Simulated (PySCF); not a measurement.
Compound: C3H7BFN.
Bonds: B1–N2, N2–C3 (triple), C3–C4, C4–C5, C5–F6. Hydrogens: H7, H8, H9 on B1; H10, H11 on C4; H12, H13 on C5.

Method used: PySCF, TDDFT PBE0/def2-SVPD, vertical, gas phase, core orbitals frozen in the response. One conformer (not necessarily the lowest) at the PBE0-D3(BJ)/def2-SVP geometry, without solvent, vibrations or thermal averaging. Torsions of this conformer, `[BH3-:1][N+:2]#[C:3][CH2:4][CH2:5][F:6]`: C3–C4–C5–F6 180°.

Computed states:

```tsv
state	E (eV)	f
S1	5.50	0.0017
S2	5.70	0.016
S3	5.75	0.0086
S4	6.65	0.444
S5	6.80	0.0052
S6	6.90	0.246
```

Broadening: Gaussians 0.25 eV wide at half height, area fixed by f = 4.319×10⁻⁹ ∫ε dν̃. The cross-section is σ = 3.8235×10⁻²¹ ε cm², given in Mb (10⁻¹⁸ cm²). The width is an assumption, not a result. The curve ends short of the highest state used, and states not computed would add to its high-energy end.

Question: What does the envelope look like, and where are its maxima?

Answer: 
E (eV), σ (Mb) and a bar:
```
     5.12       0.00 
     5.17       0.01 
     5.21       0.02 
     5.25       0.04 
     5.29       0.10 
     5.33       0.21 #
     5.37       0.38 #
     5.41       0.64 ##
     5.45       1.04 ###
     5.49       1.69 #####
     5.53       2.73 ########
     5.57       4.27 #############
     5.61       6.21 ###################
     5.65       8.19 #########################
     5.69       9.60 #############################
     5.73       9.91 ##############################
     5.77       8.99 ###########################
     5.81       7.13 ######################
     5.85       4.95 ###############
     5.89       3.01 #########
     5.93       1.60 #####
     5.97       0.74 ##
     6.01       0.30 #
     6.05       0.11 
     6.09       0.03 
     6.14       0.01 
     6.18       0.01 
     6.22       0.05 
     6.26       0.23 #
     6.30       0.83 ###
```

Maxima: 217 nm (5.72 eV), ε about 2600, made up of S2 (65%) and S3 (34%) (ε in L mol⁻¹ cm⁻¹; maxima over ε = 5, shares over 10%). At its high-energy end, 6.30 eV, the curve is still rising (ε about 220, from S4).

Question: Coming from long wavelengths, where does ε first pass 100 L mol⁻¹ cm⁻¹?

Answer: At about 231 nm (5.37 eV), 0.13 eV below S1.

Question: On this curve, what absorbance would a 10⁻⁴ mol/L sample give at 222 nm over a 1 cm path?

Answer: 222 nm is 5.585 eV, where ε is about 1300 L mol⁻¹ cm⁻¹, so A = ε c l ≈ 0.13 (Beer–Lambert, with the gas-phase spectrum and the assumed width).

Question: What would ε be at 5.72 eV, the highest of these maxima, with half the width (0.125 eV)?

Answer: About 4810 L mol⁻¹ cm⁻¹ against 2600, a factor of about 1.8; a lone state at its own centre would give exactly 2.
